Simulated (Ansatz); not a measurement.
`[NH2][Ta]([F])(=[S])[Cl]` + HCl → `[NH2][Ta](=[S])([Cl])[Cl]` + H–F  (ligand exchange at a Ta–F bond)

Isolated molecules relaxed with PBE0-D4/def2-TZVP in Ansatz; ΔE leaves out vibrations. CBS: MP2 limit from def2 TZ/QZ plus the TZ coupled-cluster correction, frozen cores. This one scheme is used for every species. Functionals use def2-TZVPP. B3LYP here is the variant with VWN-RPA as its local correlation; programs differ in this. def2 core potentials past Kr. For Ta outer-core shells are correlated without core-valence functions, which leaves a few kJ/mol of doubt a bond. One conformer a species, not always the lowest.

Problem. Is it downhill or uphill in electronic energy at CCSD(T)/CBS, and by how much? (Best estimate.)

Solution. The calculation gave: Nearly level: ΔE = -0.01 eV.

Problem. What do these levels give: LDA (SPW92), B3LYP-D4, r2SCANh, LC-ωPBE, RPA@PBE/def2-TZVPP, HF/def2-SVP? (Estimate.)

Solution. Computed: LDA (SPW92) 0.10, B3LYP-D4 0.12, r2SCANh 0.12, LC-ωPBE 0.24, RPA@PBE/def2-TZVPP 0.09, HF/def2-SVP 0.18 eV.

Largest T1 diagnostic among the species: 0.020.

Leaving LDA and LC-ωPBE aside and taking each functional with its dispersion term where it has one, the values, not all of them listed here, spread over 0.22 eV, from PBE-QIDH to CAM-B3LYP-D4. LDA lies −0.04 eV from PBE without D4. From r2SCAN to r2SCAN0 (25 % exact exchange), in def2-TZVPP and without D4, ΔE moves by −0.06 eV. The D4 term adds −0.07 eV with B3LYP and −0.04 eV with PBE0; it sums over pairs of atoms, weighted by their polarisabilities, and B3LYP, whose exchange is more repulsive, gets the larger term.
